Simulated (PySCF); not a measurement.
Computed shifts of a molecule C2H8FNOSi, PySCF with HF/pcSseg-1, GIAO, gas phase, atoms alike by connectivity averaged where their shifts nearly agree, in ppm (number of nuclei): ¹³C: 10.1 (1), 6.9 (1). ²⁹Si: -26.8 (1). ¹⁵N: 19.1 (1). ¹⁹F: -112.0 (1). ¹H: 2.19 (1), 1.58 (1), 1.42 (1), 1.33 (3), 0.77 (1), 0.60 (1). References: ¹³C against TMS (σ = 192.6 ppm); ²⁹Si against TMS (σ = 393.8 ppm); ¹⁵N against NH3 (σ = 267.3 ppm); ¹⁷O against H2O (σ = 333.0 ppm); ¹⁹F against CFCl3 (σ = 238.5 ppm); ¹H against TMS (σ = 31.99 ppm), references at their B3LYP-D3(BJ)/def2-TZVP geometries, non-relativistic. Geometry optimised at B3LYP-D3(BJ)/def2-SVP. The values are those of a single conformer.

### Question
Which molecule gave these data?
A) CNC[Si@@H](O)F
B) CC[Si@](N)(O)F
C) C[C@@H](N)[Si@H](O)F
D) CCN[Si@H](O)F

### Answer
B, CC[Si@](N)(O)F
